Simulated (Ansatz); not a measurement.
Two isomers of CH6FGeNSi: A = `F[SiH]1C[NH][GeH2]1`, B = `[F][GeH2]/[N]=C/[SiH3]`.

Isolated molecules relaxed with PBE0-D4/def2-TZVP in Ansatz; ΔE leaves out vibrations. CCSD(T)/CBS is the MP2 limit (def2-TZVPP, def2-QZVPP) plus CCSD(T) − MP2 in def2-TZVPP, frozen cores. DFT in def2-TZVPP. B3LYP here is the variant with VWN-RPA as its local correlation; programs differ in this. For Ge outer-core shells are correlated without core-valence functions, which leaves a few kJ/mol of doubt a bond. Scalar relativity is left out up to krypton. Each species was taken in one conformer, which may not be the lowest.

A:

Z-matrix (Å, degrees):
```
Si
C 1 1.893
F 1 1.602 2 116.3
Ge 1 2.367 2 77.8 3 -120.6
H 1 1.485 2 114.3 3 125.1
N 2 1.467 1 94.9 3 141.8
H 2 1.096 1 115.1 3 -100.9
H 2 1.100 1 111.5 3 22.3
H 4 1.549 1 119.6 2 91.3
H 4 1.540 1 125.5 2 -121.2
H 6 1.009 2 116.2 1 -174.1
```

B:

```xyz
11

F     0.486    2.788   -0.568
Ge    0.027    2.065    0.957
N    -0.144    0.243    0.720
C     0.062   -0.295   -0.411
Si   -0.123   -2.171   -0.616
H     1.164    2.355    1.942
H    -1.328    2.667    1.339
H     0.351    0.296   -1.297
H    -1.152   -2.441   -1.656
H    -0.514   -2.775    0.679
H     1.171   -2.732   -1.090
```

Problem. Which is lower in electronic energy at CCSD(T)/CBS, and by how much? (Best estimate.)

Solution. The calculation gave: A, by 111.8 kJ/mol.

Problem. Give E(B) − E(A) in kJ/mol with MP2/def2-TZVPP, CCSD/def2-TZVPP, B3LYP-D4, B3LYP, r2SCAN-D4, ωB97M-V, CCSD(T)/def2-TZVPP. (Estimate.)

Solution. The calculation gave: MP2/def2-TZVPP 112.8, CCSD/def2-TZVPP 101.9, B3LYP-D4 96.3, B3LYP 91.9, r2SCAN-D4 112.7, ωB97M-V 112.0, CCSD(T)/def2-TZVPP 101.1. None reverses the order clearly.

Largest T1 diagnostic: 0.013.

The D4 term adds +4.4 kJ/mol with B3LYP and +2.1 kJ/mol with PBE0; it sums over pairs of atoms, weighted by their polarisabilities, and B3LYP, whose exchange is more repulsive, gets the larger term. From PBE to PBE0 (25 % exact exchange), in def2-TZVPP and without D4, E(B) − E(A) moves by +11.4 kJ/mol.
